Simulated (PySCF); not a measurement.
From one molecule to another.

First species: C5H4.
Cartesian coordinates in Å at the GFN2-xTB level; atoms count from 1:
```xyz
9
C5H4 angstrom
C     -2.4071    0.6121    0.3234
C     -1.4353   -0.0234    0.0192
C     -0.3072   -0.7958   -0.3367
C      0.8528   -0.2724   -0.6279
C      2.0012    0.2432   -0.9159
H     -3.2542    1.1705    0.5883
H     -0.4515   -1.8701   -0.3586
H      2.7515    0.4209   -0.1608
H      2.2634    0.5209   -1.9251
```

Second species: C₇H₁₀O.
InChI=1S/C7H10O/c1-2-7-3-5-8-6-4-7/h2-3,5,7H,1,4,6H2/t7-/m0/s1

Levels: PBE0/def2-SVPD for HOMO energy, LUMO energy, HOMO–LUMO gap and static isotropic polarisability; TDDFT PBE0/def2-SVPD for lowest singlet excitation; TDA PBE0/def2-SVPD for lowest triplet excitation (Tamm–Dancoff). Geometries: GFN2-xTB. Each structure is a single optimised conformer of the isolated species, non-relativistic unless stated. Electronic properties by PySCF.

Values for the first species:

| Property | Result |
| --- | --- |
| HOMO energy | -7.07 eV |
| LUMO energy | -0.76 eV |
| HOMO–LUMO gap | 6.31 eV |
| Lowest singlet excitation | 5.34 eV |
| Lowest triplet excitation (Tamm–Dancoff) | 3.63 eV |
| Static isotropic polarisability | 63.0 au |

Estimate the same properties for the second species, and the change in each.

```tsv
property	first	second	second less first
HOMO energy	-7.07 eV	-6.47 eV	+0.60 eV
LUMO energy	-0.76 eV	0.14 eV	+0.90 eV
HOMO–LUMO gap	6.31 eV	6.61 eV	+0.30 eV
lowest singlet excitation	5.34 eV	5.71 eV	+0.37 eV
lowest triplet excitation (Tamm–Dancoff)	3.63 eV	4.23 eV	+0.60 eV
static isotropic polarisability	63.0 au	85.5 au	+22.5 au
```

On the first: S1 lies 0.97 eV below the HOMO–LUMO gap; its leading configuration is HOMO→LUMO+1, weight 0.91. The principal polarisabilities are 38.3, 48.0 and 102.7 au; their mean is the isotropic value.

On the second: The principal polarisabilities are 67.2, 77.8 and 111.5 au; their mean is the isotropic value. The polarisability is 12.67 Å³ as a volume (1 au = 0.148185 Å³), or 1.42 au for each of the 60 electrons.
